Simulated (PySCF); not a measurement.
## In: ionisation energy

In [Kr] 4d10 5s2 5p1 (2P) → In⁺ [Kr] 4d10 5s2 (1S), as a difference of total energies. All numbers are calculated (PySCF 2.14, scalar relativity through the core potential, in cc-pVDZ-PP with ECP28MDF). Correlated levels: valence: 4s2 4p6 4d10 frozen. The calculations carry no spin-orbit coupling.

```tsv
method	ionisation energy (eV)	error (eV)
UHF	5.198	-0.405
PBE	5.569	-0.034
M06-2X	5.488	-0.115
MP2 (valence)	5.325	-0.278
SCS-MP2 (valence)	5.305	-0.298
CCSD (valence)	5.381	-0.222
CCSD(T) (valence)	5.392	-0.211
```

Reference: 5.603 eV (measured; NIST levels, between the centres of gravity of the two terms).

Errors of the correlated levels include the incompleteness of this basis and the frozen core.
